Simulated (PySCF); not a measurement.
**CrSF4, singlet: molecular constants**

Method: B3LYP/[Cr def2-SVP, S def2-SVP, F def2-SVP], no relativity, density fitting, PySCF.

The structure is a minimum.

Z-matrix (Å, degrees; charge 0 multiplicity 1):
```
Cr
S  1 1.9518
F  1 1.7222 2 104.75
F  1 1.7222 2 104.75 3 180.00
F  1 1.7222 2 104.75 3 90.00
F  1 1.7222 2 104.75 3 -90.00
```

- Point group: C4v
- Bond lengths: Cr–F 1.722 Å (×4), Cr–S 1.952 Å
- Bond angles: F–Cr–F 86.3° (×4), F–Cr–F 150.5° (×2), F–Cr–S 104.7° (×4)
- Enthalpy at 298.15 K above 0 K: 19.89 kJ/mol
- Rotational constants: 0.07998, 0.07128, 0.07128 cm⁻¹
- Zero-point energy: 32.2 kJ/mol
- Entropy at 298.15 K and 1 bar: 332.0 J/(mol K)
- Atomisation energy without zero-point energy: 1739 kJ/mol
- Principal polarisabilities: 41.0, 41.0, 61.6 bohr³
- Lowest empty level: -6.27 eV
- Heat capacity Cp at 298.15 K: 101.1 J/(mol K)
- Highest occupied level: -9.69 eV
- Dipole moment: 2.97 D
- Rotational symmetry number: 4
- Principal quadrupole moments (Buckingham, traceless) about the centre of mass: -4.51, -4.51, 9.01 D Å

Harmonic modes (masses in u: Cr 51.941, S 31.972, F 18.998):
| symmetry | ω (cm⁻¹) | IR (km/mol, summed over degenerate members) | μ (u) |
| --- | --- | --- | --- |
| b1 | 128 | 0.0 | 19.00 |
| e | 235 | 4.1 | 23.01 |
| a1 | 322 | 0.6 | 23.92 |
| e | 323 | 26.4 | 22.65 |
| b2 | 418 | 0.0 | 19.00 |
| b1 | 555 | 0.0 | 19.00 |
| a1 | 613 | 5.6 | 29.64 |
| a1 | 729 | 93.2 | 23.40 |
| e | 748 | 373 | 25.03 |

In C4v the vibrations span 2b1 + 3e + 3a1 + b2. The b1, b2 modes carry no infrared intensity, as symmetry demands.

Charges (e):
| atom | Mulliken | Löwdin | polar tensor | Mayer order to Cr1 |
| --- | --- | --- | --- | --- |
| Cr1 | 0.87 | -0.07 | 2.01 | – |
| S2 | 0.27 | 0.48 | -0.06 | 2.39 |
| F3,4,5,6 | -0.28 | -0.10 | -0.49 | 0.97 |

Mulliken populations on Cr1: s 6.20, p 12.64, d 4.27, f 0.02.

Outer orbital energies (eV). occupied: -12.38, -11.64, -11.49, -11.49, -11.46, -10.69, -9.69, -9.69; empty: -6.27, -5.86, -5.86, -4.46.

Other isomers or separated fragments may lie lower. At the minimum of this search the closed-shell solution is unstable towards spin polarisation, so a lower open-shell solution exists.

The final relaxation and frequency run took 120 s on 2 threads of a shared Arm Neoverse N1 host, with 105 basis functions and 14 gradients; the process peaked at 1.6 GiB. Launch command: `OMP_NUM_THREADS=2 python axn.py task.json out`.
